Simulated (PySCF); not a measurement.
## BiCl: frontier orbitals

MN15 at R = 2.490 Å; basis Bi def2-SVPD with ECP60, Cl def2-SVPD; scalar-relativistic core potentials; PySCF 2.14. State: ³Σ⁻ (triplet), unpaired electrons π ↑↑. Only the outer orbitals are listed, counted within each symmetry, core potentials removing the inner ones.

```
spin  orbital  occ.  ε (eV)  on Bi (%)   main shells (%)
   α       7σ     1  -22.32         10   88 Cl s, 9 Bi s
   α       8σ     1  -18.16         84  84 Bi s, 11 Cl s
   α       9σ     1  -10.32         27  72 Cl p, 23 Bi p
   α       4π     1   -9.77         12  87 Cl p, 12 Bi p
   α       4π     1   -9.77         12  87 Cl p, 12 Bi p
   α       5π     1   -6.90         88  87 Bi p, 12 Cl p
   α       5π     1   -6.90         88  87 Bi p, 12 Cl p
   α      10σ     0   -1.72         75  63 Bi p, 19 Cl p
   β       7σ     1  -22.14          6           93 Cl s
   β       8σ     1  -16.62         86           85 Bi s
   β       9σ     1  -10.10         26  74 Cl p, 19 Bi p
   β       4π     1   -9.47          4           95 Cl p
   β       4π     1   -9.47          4           95 Cl p
   β       5π     0   -2.47         93           92 Bi p
   β       5π     0   -2.47         93           92 Bi p
   β      10σ     0   -1.16         77  64 Bi p, 15 Cl p
```

Problem. Which are the highest filled and the lowest empty level, where do they sit, and how wide is the gap?

Solution. Highest filled α 5π at -6.90 eV (in %: 87 Bi p, 12 Cl p); lowest empty β 5π at -2.47 eV (in %: 92 Bi p); the gap at MN15 is 4.43 eV. Both belong to one degenerate shell, split only by its one-sided filling, so this is no excitation gap.

```
bond order (Mayer)                               : 0.87
⟨S²⟩                                             : 2.004
charge on Bi (Mulliken, basis-dependent)         : 0.53
charge on Bi (Löwdin, basis-dependent)           : 0.47
dipole moment (positive dipole means Bi(−)Cl(+)) : -3.57 D
```

Spin–orbit coupling is left out, which matters for elements this heavy, above all for dissociation energies. The state is the lowest determinant that a PBE0 search found; another state may lie lower at other levels.
